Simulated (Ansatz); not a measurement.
`[OH][Al]([GaH2])[CH2]F`. Charge 0, multiplicity 1.

```xyz
10

O     1.6086   -1.2706   -0.9441
Al    0.4090   -0.2816   -0.2552
Ga    0.2157    2.1081   -0.9988
C    -0.8253   -1.0157    1.1230
F    -1.6918    0.0301    1.4951
H     1.7695   -2.1892   -0.7357
H    -0.7061    2.5481   -2.2018
H     0.9928    3.2825   -0.2865
H    -1.4482   -1.8466    0.7700
H    -0.3242   -1.3651    2.0340
```

(1) List the harmonic frequencies (cm⁻¹, unscaled) at PBE0-D4/def2-TZVP in Ansatz. (Best estimate.)

(2) Is this a minimum?

(3) Give the ideal-gas thermochemistry at 298.15 K and 1 bar (rigid rotor, harmonic oscillator; point group Cs, symmetry number 1).

Answers

(1) The calculation gave: 44, 57, 114, 139, 152, 252, 300, 333, 372, 534, 557, 602, 655, 761, 851, 1011, 1232, 1260, 1451, 1928, 1931, 3023, 3073, 3956.

(2) Yes, all 24 modes are real.

(3) Zero-point energy 147.1 kJ/mol; H(298) − E = 173.3 kJ/mol; entropy 402.2 J/(mol·K), of which translation 171.2, rotation 121.1, vibration 109.8; G(298) − E = 53.4 kJ/mol. Modes under 100 cm⁻¹ are hindered rotations or soft bends, so the harmonic entropy is rough.
